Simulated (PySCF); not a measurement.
## EPR parameters of [C6H3ClF2]-

C6H3ClF2 (charge -1 and doublet state).
Geometry (GFN2-xTB, Å), atoms numbered from 1 in this order:
```
atom  x, y, z in Å
F1    -0.4766    2.7115   -0.1415
C2    -0.2474    1.3488   -0.0919
C3     1.0420    0.9061   -0.0858
C4     1.3186   -0.4991   -0.0951
Cl5    2.7241   -0.9913    1.0493
C6     0.1759   -1.3370   -0.0414
F7     0.3574   -2.7034   -0.0449
C8    -1.1067   -0.8771   -0.0913
C9    -1.3600    0.5091   -0.1011
H10    1.8632    1.6074   -0.0948
H11   -1.9277   -1.5800   -0.1479
H12   -2.3615    0.9043   -0.1396
```

As a line formula: `FC1=CC(Cl)=C(F)[CH][CH-]1` [radical] (charge -1).

Level of theory: PySCF 2.14.0, UKS B3LYP, pcH-1 on C Cl F H, non-relativistic, mean-field spin-orbit, GIAO. Whether the extra electron is bound in the gas phase wasn't checked; a finite basis holds it in any case. The geometry wasn't refined by DFT: couplings that depend on bond lengths, twists or pyramidal angles can differ widely from those at the functional's own minimum, by a factor of two or more for some ions and for spin on atoms past the first row. Stability of the SCF solution: not tested.

```json
{"g1, g2, g3": "1.99965, 2.00436, 2.00444", "g_iso": "2.00282", "Form of g": "close to axial: the two nearest values differ by 2 % of g3 − g1", "⟨S²⟩": "0.7595 (exact 0.7500)", "α and β electrons": "38, 37", "HOMO–LUMO gap, α and β orbitals": "3.14, 5.03 eV"}
```

Isotropic coupling and dipolar principal values T1 to T3, in MHz; ρ(0) is the spin density at the nucleus:

| atom | isotope | a_iso | of which spin–orbit | T1 | T2 | T3 | Mulliken spin population | ρ(0) (bohr⁻³) |
| --- | --- | --- | --- | --- | --- | --- | --- | --- |
| F1 | 19F | 7.1 | 0.0 | -24.2 | 0.1 | 24.0 | 0.00 | 0.0017 |
| C2 | 13C | 5.2 | 0.0 | -9.2 | 2.7 | 6.5 | -0.05 | 0.0046 |
| C3 | 13C | 3.9 | 0.0 | -13.8 | -11.6 | 25.3 | 0.13 | 0.0035 |
| C4 | 13C | 383.7 | 0.1 | -47.0 | -38.1 | 85.1 | 0.50 | 0.3412 |
| Cl5 | 35Cl | 119.7 | 0.2 | -29.0 | -25.8 | 54.8 | 0.13 | 0.2725 |
| C6 | 13C | -10.5 | 0.0 | -10.0 | -6.1 | 16.1 | 0.03 | -0.0093 |
| F7 | 19F | 74.8 | 0.3 | -32.6 | -19.9 | 52.5 | 0.01 | 0.0177 |
| C8 | 13C | 3.0 | 0.0 | -3.0 | -1.7 | 4.8 | 0.00 | 0.0027 |
| C9 | 13C | 21.1 | 0.0 | -20.9 | -19.2 | 40.1 | 0.25 | 0.0188 |
| H10 | 1H | 8.4 | 0.0 | -5.6 | -3.1 | 8.8 | 0.00 | 0.0019 |
| H11 | 1H | 9.4 | 0.0 | -2.3 | -1.1 | 3.3 | 0.01 | 0.0021 |
| H12 | 1H | -17.5 | 0.0 | -10.9 | 0.3 | 10.6 | -0.01 | -0.0039 |

Largest spin populations (Mulliken): C4 (+0.50), C9 (+0.25), C3 (+0.13) and Cl5 (+0.13). The angles at C4 add up to 343.7°, so it is pyramidal.

C8, the radical centre as drawn in `FC1=CC(Cl)=C(F)[CH][CH-]1`, holds a spin population of 0.00 out of 1.

Under fast tumbling the dipolar parts average out, and these isotropic splittings remain: 1 × 35Cl (Cl5, I = 3/2, 4 lines) with 4.27 mT, 1 × 19F (F7, I = 1/2, 2 lines) with 2.67 mT, 1 × 1H (H12, I = 1/2, 2 lines) with 0.62 mT, 1 × 1H (H11, I = 1/2, 2 lines) with 0.33 mT, 1 × 1H (H10, I = 1/2, 2 lines) with 0.30 mT and 1 × 19F (F1, I = 1/2, 2 lines) with 0.25 mT.

Main isotope only: 35Cl (natural samples also hold 24 % 37Cl, magnetic too, which adds its own pattern).

The 13C coupling of C4 (383.7 MHz) shows only in satellite lines or after enrichment, since that isotope makes up about 1.07 % of natural carbon.

The spin density at the nucleus, in bohr⁻³, is negative for C6 (-0.0093) and H12 (-0.0039), for instance. A restricted open-shell determinant has no negative spin density anywhere; here it arises because α and β orbitals differ (spin polarisation).
